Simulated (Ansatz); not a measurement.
The pair A = CF4 (SMILES FC(F)(F)F) (first 5 atoms), B = H2 (SMILES [H][H]); geometry from B3LYP-D3(BJ)/def2-TZVP.
(charge 0, multiplicity 1):
```xyz
7

F     -0.7053     1.0071     0.3458
C     -0.0098    -0.0081    -0.1483
F     -0.0140     0.0574    -1.4730
F      1.2390     0.0547     0.2927
F     -0.5590    -1.1509     0.2390
H     -0.2725     0.2431     3.3546
H      0.3215    -0.2033     3.3891
```

Frozen-core correlation. MP2 and its Hartree–Fock in aug-cc-pVQZ, aug-cc-pVTZ are density fitted.

Programs: Ansatz (Gaussian orbitals). 

The counterpoise-corrected interaction energy is E(AB) − E(A in the pair's basis) − E(B in the pair's basis). Total energies (hartree):

```csv
level,AB,A in the pair's basis,B in the pair's basis
HF/aug-cc-pVTZ,-436.9518871,-435.8191090,-1.1330123
MP2/aug-cc-pVTZ,-438.1647272,-436.9992830,-1.1650182
HF/aug-cc-pVQZ,-436.9829022,-435.8496839,-1.1334486
MP2/aug-cc-pVQZ,-438.2871500,-437.1199831,-1.1667052
MP2/aug-cc-pVDZ,-437.7901422,-436.6335586,-1.1562755
CCSD(T)/aug-cc-pVDZ,-437.8316188,-436.6664027,-1.1648392
```

Work out the counterpoise-corrected interaction energy at the basis-set limit: extrapolate the MP2 correlation part as X⁻³, take Hartree–Fock from the larger set, and add the CCSD(T) − MP2 difference of aug-cc-pVDZ.


1. Differences (1 hartree = 627.509 kcal/mol): HF/aug-cc-pVTZ 0.147; MP2/aug-cc-pVTZ -0.267; HF/aug-cc-pVQZ 0.145; MP2/aug-cc-pVQZ -0.290; MP2/aug-cc-pVDZ -0.193; CCSD(T)/aug-cc-pVDZ -0.236.
2. Correlation parts, MP2 less HF: -0.414 in aug-cc-pVTZ (X = 3), -0.434 in aug-cc-pVQZ (X = 4).
3. Limit (4³·(-0.434) − 3³·(-0.414))/(4³ − 3³) = -0.449; with HF/aug-cc-pVQZ it gives -0.304.
4. CCSD(T) less MP2 in aug-cc-pVDZ: -0.043.
Result: -0.35 kcal/mol, against -0.27 at MP2/aug-cc-pVTZ. It is an estimate of this method's limit, not of the exact value.

Ansatz is a quantum-chemistry and plane-wave program.
